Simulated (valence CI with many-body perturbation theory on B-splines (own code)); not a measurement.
E1 transitions of Lu LXIV

Calculated by relativistic CI+MBPT: six valence electrons over a frozen Dirac-Fock core [He], radial functions for each j: 9 s, 9 p, 8 d, 6 f, 3 g, 1 h, with the one-electron correlation potential Σ1 (screened to all orders), the two-electron term Σ2, the three-electron term Σ3, Breit, model QED; selected single and double excitations, second order for the rest, scaled by the run's own slope (own B-spline code, finite nucleus).

The last digits are not significant, and no measured levels were compared; by estimate large intervals hold to a few tenths of a per cent, small ones and those within an open d or f shell to about a per cent. Among the levels kept, up to 2200 cm⁻¹ of a level comes from second order outside the variational space, and about a tenth of that is noise between levels of different J, which matters for small intervals.

Lines 101 to 150 of 197 in falling wavelength, among levels below 707.33 Ry, chosen from the strongest by gf and those to the six lowest levels. Wavelengths and rates use the calculated energies. Electric multipoles are in the length gauge with retardation, E1 and E2 with the static RPA response of the core. Weak lines are less certain than strong ones. Lines between different terms over intervals too small for the method are left out, as are lines whose strength nearly cancels. The highest levels of a list are the least certain.

Levels are named by their leading jj configuration (3d3/2^4 stands for four electrons in 3d with j = 3/2), which in mixed levels can hold well under half, so a name can repeat and another be missing. Letters in brackets count levels of one name in rising energy.

```
λ vac (nm)                               Upper                        Lower   A (s⁻¹)  S (a.u.)
    0.7665            (2s 2p1/2^2 2p3/2^3) J=1   (2s^2 2p1/2^2 2p3/2^2) J=2  1.27e+13  8.49e-03
    0.7584  (2s^2 2p1/2 2p3/2^2 3p3/2) J=1 [b]  (2s^2 2p1/2^2 2p3/2 3s) J=1  7.24e+11  4.68e-04
    0.4617              (2s 2p1/2 2p3/2^4) J=1   (2s^2 2p1/2^2 2p3/2^2) J=0  8.10e+08  1.18e-07
    0.4520              (2s 2p1/2 2p3/2^4) J=1   (2s^2 2p1/2^2 2p3/2^2) J=2  7.67e+10  1.05e-05
    0.1926      (2s^2 2p1/2^2 2p3/2 3p1/2) J=1     (2s 2p1/2^2 2p3/2^3) J=1  5.46e+09  5.77e-08
    0.1925      (2s^2 2p1/2^2 2p3/2 3p1/2) J=2     (2s 2p1/2^2 2p3/2^3) J=1  4.29e+10  7.55e-07
    0.1903      (2s^2 2p1/2^2 2p3/2 3p1/2) J=1     (2s 2p1/2^2 2p3/2^3) J=2  6.79e+10  6.92e-07
    0.1902      (2s^2 2p1/2^2 2p3/2 3p1/2) J=2     (2s 2p1/2^2 2p3/2^3) J=2  7.22e+09  1.23e-07
    0.1832         (2s^2 2p1/2^2 2p3/2 3s) J=2     (2s^2 2p1/2 2p3/2^3) J=2  9.98e+09  1.52e-07
    0.1832      (2s^2 2p1/2^2 2p3/2 3p3/2) J=1     (2s 2p1/2^2 2p3/2^3) J=1  1.50e+10  1.36e-07
    0.1830         (2s^2 2p1/2^2 2p3/2 3s) J=1     (2s^2 2p1/2 2p3/2^3) J=2  5.38e+09  4.88e-08
    0.1827         (2s^2 2p1/2^2 2p3/2 3s) J=2     (2s^2 2p1/2 2p3/2^3) J=1  2.14e+09  3.22e-08
    0.1825         (2s^2 2p1/2^2 2p3/2 3s) J=1     (2s^2 2p1/2 2p3/2^3) J=1  1.69e+10  1.52e-07
    0.1824      (2s^2 2p1/2^2 2p3/2 3p3/2) J=2     (2s 2p1/2^2 2p3/2^3) J=1  5.34e+09  8.00e-08
    0.1818      (2s^2 2p1/2^2 2p3/2 3p3/2) J=0     (2s 2p1/2^2 2p3/2^3) J=1  4.81e+11  1.42e-06
    0.1811      (2s^2 2p1/2^2 2p3/2 3p3/2) J=3     (2s 2p1/2^2 2p3/2^3) J=2  5.33e+10  1.09e-06
    0.1811      (2s^2 2p1/2^2 2p3/2 3p3/2) J=1     (2s 2p1/2^2 2p3/2^3) J=2  1.09e+11  9.58e-07
    0.1803      (2s^2 2p1/2^2 2p3/2 3p3/2) J=2     (2s 2p1/2^2 2p3/2^3) J=2  7.31e+10  1.06e-06
    0.1692      (2s^2 2p1/2^2 2p3/2 3d3/2) J=2     (2s^2 2p1/2 2p3/2^3) J=2  3.80e+10  4.55e-07
    0.1691      (2s^2 2p1/2^2 2p3/2 3d3/2) J=3     (2s^2 2p1/2 2p3/2^3) J=2  8.46e+09  1.41e-07
    0.1690      (2s^2 2p1/2^2 2p3/2 3d3/2) J=1     (2s^2 2p1/2 2p3/2^3) J=2  8.25e+10  5.90e-07
    0.1688      (2s^2 2p1/2^2 2p3/2 3d3/2) J=2     (2s^2 2p1/2 2p3/2^3) J=1  1.35e+11  1.61e-06
    0.1685      (2s^2 2p1/2^2 2p3/2 3d3/2) J=1     (2s^2 2p1/2 2p3/2^3) J=1  2.72e+09  1.93e-08
    0.1685      (2s^2 2p1/2^2 2p3/2 3d3/2) J=0     (2s^2 2p1/2 2p3/2^3) J=1  6.52e+10  1.54e-07
    0.1670      (2s^2 2p1/2^2 2p3/2 3d5/2) J=2     (2s^2 2p1/2 2p3/2^3) J=2  4.58e+09  5.26e-08
    0.1667      (2s^2 2p1/2^2 2p3/2 3d5/2) J=3     (2s^2 2p1/2 2p3/2^3) J=2  7.30e+09  1.17e-07
    0.1666      (2s^2 2p1/2^2 2p3/2 3d5/2) J=2     (2s^2 2p1/2 2p3/2^3) J=1  2.64e+09  3.01e-08
    0.1664      (2s^2 2p1/2^2 2p3/2 3d5/2) J=1     (2s^2 2p1/2 2p3/2^3) J=2  8.75e+09  5.97e-08
    0.1660      (2s^2 2p1/2^2 2p3/2 3d5/2) J=1     (2s^2 2p1/2 2p3/2^3) J=1  2.65e+10  1.80e-07
    0.1637  (2s^2 2p1/2 2p3/2^2 3p1/2) J=1 [a]     (2s 2p1/2^2 2p3/2^3) J=1  9.50e+10  6.17e-07
    0.1635  (2s^2 2p1/2 2p3/2^2 3p1/2) J=2 [a]     (2s 2p1/2^2 2p3/2^3) J=1  3.71e+09  4.00e-08
    0.1624  (2s^2 2p1/2 2p3/2^2 3p1/2) J=2 [b]     (2s 2p1/2^2 2p3/2^3) J=1  5.15e+11  5.44e-06
    0.1621  (2s^2 2p1/2 2p3/2^2 3p1/2) J=1 [b]     (2s 2p1/2^2 2p3/2^3) J=1  5.80e+10  3.66e-07
    0.1620  (2s^2 2p1/2 2p3/2^2 3p1/2) J=1 [a]     (2s 2p1/2^2 2p3/2^3) J=2  1.15e+10  7.26e-08
    0.1618  (2s^2 2p1/2 2p3/2^2 3p1/2) J=2 [a]     (2s 2p1/2^2 2p3/2^3) J=2  3.20e+10  3.35e-07
    0.1615      (2s^2 2p1/2 2p3/2^2 3p1/2) J=3     (2s 2p1/2^2 2p3/2^3) J=2  7.82e+10  1.14e-06
    0.1612      (2s^2 2p1/2 2p3/2^2 3p1/2) J=0     (2s 2p1/2^2 2p3/2^3) J=1  9.13e+11  1.89e-06
    0.1607  (2s^2 2p1/2 2p3/2^2 3p1/2) J=2 [b]     (2s 2p1/2^2 2p3/2^3) J=2  8.60e+11  8.81e-06
    0.1605  (2s^2 2p1/2 2p3/2^2 3p1/2) J=1 [b]     (2s 2p1/2^2 2p3/2^3) J=2  3.59e+10  2.20e-07
    0.1586     (2s 2p1/2^2 2p3/2^2 3s) J=2 [a]     (2s 2p1/2^2 2p3/2^3) J=1  1.68e+13  1.65e-04
    0.1576         (2s 2p1/2^2 2p3/2^2 3s) J=3     (2s 2p1/2^2 2p3/2^3) J=2  2.96e+13  4.00e-04
    0.1571     (2s 2p1/2^2 2p3/2^2 3s) J=1 [a]     (2s 2p1/2^2 2p3/2^3) J=1  2.30e+13  1.32e-04
    0.1571         (2s^2 2p1/2^2 2p3/2 3s) J=1   (2s^2 2p1/2^2 2p3/2^2) J=0  6.26e+13  3.60e-04
    0.1570     (2s 2p1/2^2 2p3/2^2 3s) J=1 [b]     (2s 2p1/2^2 2p3/2^3) J=1  1.25e+14  7.18e-04
    0.1570     (2s 2p1/2^2 2p3/2^2 3s) J=2 [a]     (2s 2p1/2^2 2p3/2^3) J=2  1.65e+14  1.57e-03
    0.1570     (2s 2p1/2^2 2p3/2^2 3s) J=2 [b]     (2s 2p1/2^2 2p3/2^3) J=1  1.92e+13  1.84e-04
    0.1568     (2s^2 2p1/2 2p3/2^2 3s) J=2 [a]     (2s^2 2p1/2 2p3/2^3) J=2  8.31e+12  7.91e-05
    0.1568      (2s^2 2p1/2 2p3/2^2 3p3/2) J=0     (2s 2p1/2^2 2p3/2^3) J=1  1.85e+10  3.52e-08
    0.1566     (2s^2 2p1/2 2p3/2^2 3s) J=1 [a]     (2s^2 2p1/2 2p3/2^3) J=2  3.18e+13  1.81e-04
    0.1566  (2s^2 2p1/2 2p3/2^2 3p3/2) J=2 [a]     (2s 2p1/2^2 2p3/2^3) J=1  9.56e+12  9.06e-05
```
